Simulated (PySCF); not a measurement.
F2S. Atoms are numbered in the order given.

```xyz
3

F      0.0000    -1.2073     0.4897
S      0.0000     0.0000    -0.5509
F      0.0000     1.2073     0.4897
```

The structure is a stationary point at ωB97X-D3(BJ)/def2-TZVP.

The numbers are results of KT2/pcSseg-2 in PySCF, not measurements.

GIAO shieldings, no solvent; atoms alike by connectivity are averaged. δ = σ(ref) − σ: ¹⁹F against CFCl3 (σ = 125.1 ppm); ³³S against H2S (σ = 720.7 ppm), references at their B3LYP-D3(BJ)/def2-TZVP geometries, non-relativistic.

```tsv
nucleus	atoms	count	δ (ppm)
¹⁹F	F1, F3	2	-201.5
³³S	S2	1	1574.1
```
